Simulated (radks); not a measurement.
In3+, 46 electrons, occupied as [Kr] 4d10. Method: scalar-relativistic Kohn-Sham, PBE, spin-polarised, spherical densities, finite nucleus; Fermi nuclear charge, rms radius 4.6156 fm; computed with a radial shooting solver on a logarithmic mesh with Libxc functionals.

Normalised radial functions P(r) = r R(r), r in bohr:

r              4s       4p
0.001329   0.0668   0.0015
0.001511   0.0746   0.0019
0.001731   0.0837   0.0024
0.001967   0.0932   0.0030
0.002236   0.1035   0.0038
0.002562   0.1155   0.0048
0.002911   0.1278   0.0060
0.003336   0.1418   0.0076
0.003791   0.1559   0.0095
0.004309   0.1708   0.0120
0.004936   0.1873   0.0152
0.00561    0.2033   0.0190
0.006428   0.2204   0.0240
0.007306   0.2362   0.0300
0.008303   0.2511   0.0373
0.009513   0.2651   0.0468
0.01081    0.2758   0.0579
0.01239    0.2833   0.0722
0.01408    0.2854   0.0884
0.016      0.2812   0.1078
0.01833    0.2683   0.1320
0.02083    0.2465   0.1586
0.02387    0.2114   0.1909
0.02713    0.1660   0.2249
0.03083    0.1079   0.2618
0.03533    0.0324   0.3030
0.04015   -0.0500   0.3418
0.046     -0.1462   0.3800
0.05228   -0.2394   0.4094
0.05942   -0.3282   0.4280
0.06808   -0.4072   0.4300
0.07737   -0.4559   0.4093
0.08794   -0.4683   0.3616
0.1007    -0.4306   0.2767
0.1145    -0.3406   0.1637
0.1312    -0.1871   0.0116
0.1491     0.0028  -0.1528
0.1695     0.2177  -0.3230
0.1942     0.4419  -0.4880
0.2207     0.6121  -0.6033
0.2528     0.7084  -0.6558
0.2873     0.6884  -0.6187
0.3266     0.5463  -0.4876
0.3741     0.2690  -0.2502
0.4252    -0.0790   0.0442
0.4872    -0.4845   0.3929
0.5537    -0.8374   0.7090
0.6293    -1.1065   0.9691
0.721     -1.2575   1.1450
0.8195    -1.2599   1.1971
0.9388    -1.1343   1.1368
1.067     -0.9364   0.9958
1.213     -0.7085   0.8077
1.389     -0.4787   0.5949
1.579     -0.3013   0.4116
1.809     -0.1655   0.2542
2.056     -0.0844   0.1472
2.337     -0.0383   0.0773
2.677     -0.0143   0.0345
3.043     -0.0049   0.0142
3.486     -0.0013   0.0047
3.963     -0.0003   0.0014

4s: eigenvalue -149.28 eV, 3 radial nodes at r = 0.0372, 0.149, 0.414 bohr, <r> = 0.848 bohr, 90 % of the charge inside 1.23 bohr. 4p: eigenvalue -107.75 eV, 2 radial nodes at r = 0.132, 0.418 bohr, <r> = 0.920 bohr, 90 % of the charge inside 1.36 bohr.
